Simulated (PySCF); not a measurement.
C₄H₃Cl₂F, SMILES F[C@@H](Cl)C=C=CCl. Geometry optimised at PBE-D3(BJ)/def2-SVP. The structure was generated by enumeration; whether it is a known compound was not checked. Other conformers were not sampled.

Computed equilibrium geometry at PBE-D3(BJ)/def2-SVP (PySCF confirms it by a frequency run) as Cartesian coordinates in Å (one conformer of several):
```xyz
10

F     -2.1080    -1.2823     0.4397
C     -1.4607    -0.2661    -0.2048
Cl    -2.6618     1.0388    -0.5849
C     -0.3813     0.2988     0.6723
C      0.8792     0.3834     0.2939
C      2.1276     0.4875    -0.1101
Cl     3.3240    -0.7608     0.1303
H     -1.0743    -0.6302    -1.1778
H     -0.7120     0.6435     1.6699
H      2.5124     1.3808    -0.6294
```
